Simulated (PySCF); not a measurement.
C4H9SSi2 (doublet state).
Structure used (GFN2-xTB), in Å, numbered top down from 1:
```xyz
16
C4H9SSi2 angstrom
C     -3.5499    0.2888   -0.3716
Si    -1.8884   -0.3038   -1.0728
C     -0.5267    0.4757   -0.0953
C      0.3873    1.0070    0.5113
Si     1.6837    1.6813    1.5952
S      3.2304    0.2293    1.9659
C      3.3745   -0.5446    0.3245
H     -3.6323    1.3716   -0.4115
H     -4.3811   -0.1248   -0.9362
H     -3.6720   -0.0119    0.6654
H     -1.7548   -1.7610   -0.9437
H     -1.7491    0.1114   -2.4762
H      2.2356    2.9595    1.1799
H      4.0299   -1.4011    0.4458
H      2.3940   -0.8628   -0.0168
H      3.8113    0.1619   -0.3751
```

The hyperfine couplings belong to this conformer and change with its torsions.

The species is `C[SiH2]C#C[SiH]SC` [radical].

Method: UKS B3LYP, pcH-1 on C H S Si, non-relativistic, mean-field spin-orbit, GIAO in PySCF. One conformer (not necessarily the lowest) at the GFN2-xTB geometry, without solvent, vibrations or thermal averaging. Couplings are sensitive to structure, and on GFN2-xTB geometries they can be far from those on DFT ones, by a factor of two or more for some ions and for spin on atoms past the first row. The SCF solution wasn't tested for stability.

(1) Where do the isotropic ENDOR lines of H13, H14/H15/H16 and H11/H12 fall at 1207.1 mT, to first order?

(2) Which pairs are centred on the nuclear Larmor frequency, and which on half the coupling?

Results:

(1) For S = 1/2 in fast tumbling each set of equivalent nuclei gives two lines, ν± = |νn ± a/2| to first order, with νn = g_N μN B/h and μN/h = 7.62259 MHz/T.

```
     nuclei  isotope     g_N  νn (MHz)  a_iso (MHz)  lower line (MHz)  upper line (MHz)
        H13       1H  5.5857     51.40        76.04             13.38             89.41
H14/H15/H16       1H  5.5857     51.40         5.39             48.70             54.09
    H11/H12       1H  5.5857     51.40         4.35             49.22             53.57
```

(2) Centred on νn, since |a| < 2νn: H13, H14/H15/H16 and H11/H12. No pair has |a| > 2νn.

Means are taken over nuclei equivalent by connectivity, which assumes that they swap fast. The three 1H nuclei of mean +5.4 MHz run from -0.8 to 12.7 MHz in the frozen geometry. The 1H value of +4.3 MHz is a mean of couplings from 0.1 to 8.6 MHz in this one geometry, not an average over conformers.

Largest spin populations (Mulliken): Si5 (+0.84), C3 (+0.18) and C4 (-0.11). The positive populations add up to 1.11 and the negative ones to -0.11, together 2S = 1. The angles at Si5 add up to 338.3°, so it is pyramidal.

On one thread of an Arm Neoverse V1, on a shared host, this took 1.8 min of wall time (grids of density and orbitals included) and 1.1 GiB of memory at its peak.
